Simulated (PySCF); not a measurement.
NMR problem set

- PBE0/pcSseg-1 with gauge-including orbitals
- structure optimised with GFN2-xTB
- code: PySCF 2.14
- equivalent nuclei averaged, a single conformation, no solvent, non-relativistic Hamiltonian

Chemical shifts δ = σref − σ; 1H (σ = 31.72 ppm), 13C (σ = 186.93 ppm) against TMS, all at this level. Splittings of carbon signals by F and P are missing where no couplings were computed. Where no couplings were computed, multiplicities follow the n + 1 count of equivalent neighbours, and m marks all less simple cases (inequivalent or close neighbours, rings, F or P nearby). Shifts are as computed. Against solution values, carbons near 30 ppm lie about +3 ppm off and those near 130 ppm about +5 ppm. Of 1211 compounds with measured shifts, 218 miss one by over three times the rms of a fit or turn the order of signals round; such compounds aren't used in these exercises. OH and NH positions are gas-phase values without hydrogen bonding to other molecules.

Question: C8H8. 1H NMR (300 MHz, computed): δ 5.97 (br s, 1H), 5.65 (br s, 1H), 2.79 (m, 1H), 2.58 (s, 1H), 2.01 (m, 2H), 1.34 (m, 1H), 0.96 (m, 1H). 13C{1H} NMR (computed): δ 134.1 (CH2), 130.4 (C), 89.2 (C), 86.8 (CH), 51.4 (CH), 27.7 (CH2), 6.9 (CH). What is it?

Answer: SMILES C#CC(=C)[C@@H]1[C@@H]2C[C@@H]21. Rings plus π bonds: 5 (2 rings in the answer). 7 carbon signals for 8 carbons: some carbons are equivalent by symmetry or fast rotation. Carbon types of the structure: 2 × C, 4 × CH, 2 × CH2, which accounts for all hydrogens. δC 134.1: terminal =CH2 carbon; as expected for a trigonal carbon in a double bond. δC 130.4: fully substituted alkene carbon; an sp2 carbon of a C=C bond. δC 89.2: alkyne carbon; the triple bond shields along its axis, which puts it between sp3 and sp2 carbons. δC 86.8: terminal alkyne carbon; the triple bond shields along its axis, which puts it between sp3 and sp2 carbons.

This is the structure that produced the data.

Question: C6H4F2O. 1H NMR (300 MHz, computed): δ 7.21 (m, 2H), 7.02 (m, 1H), 4.91 (br s, 1H). 13C{1H} NMR (computed): δ 161.1, 141.6, 123.0, 117.7. What is it?

Answer: SMILES Oc1c(F)cccc1F. The formula gives 4 degrees of unsaturation (1 ring in the answer). 4 carbon signals for 6 carbons: some carbons are equivalent by symmetry or fast rotation. Carbon types of the structure: 3 × C, 3 × CH, leaving 1 H on heteroatoms. δC 161.1: aromatic carbon bearing fluorine; the electronegative substituent deshields the carbon that carries it. δC 141.6: aromatic carbon bearing oxygen; an ipso carbon deshielded by its heteroatom. δC 123.0, 117.7: aromatic CH. δH 4.91: hydrogen on a phenol-type oxygen; exchangeable, gas-phase position.

The data come from this structure; uniqueness wasn't tested.
